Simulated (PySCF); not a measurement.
# Excitation energy of Al⁺ by level of theory

Al⁺ [Ne] 3s2 (1S) → Al⁺ [Ne] 3d2 (3F), as a difference of total energies. Calculation: PySCF 2.14, in aug-cc-pV(D+d)Z (5s4p3d, 32 functions); no relativity, point nucleus. Correlated levels: valence: [Ne] frozen. The calculations carry no spin-orbit coupling.

```
           method  excitation energy (cm⁻¹)
              UHF                    194530
              LDA                    196570
              PBE                    191760
             PBE0                    194050
           r2SCAN                    192140
          r2SCANh                    193210
          LC-wPBE                    199590
    MP2 (valence)                    199970
SCS-MP2 (valence)                    201200
```

The upper state lies above the first ionisation limit, where it may autoionise and the basis confines it.

The promoted electron is Rydberg-like, and one or two diffuse shells describe it only roughly, which tends to raise the upper state.
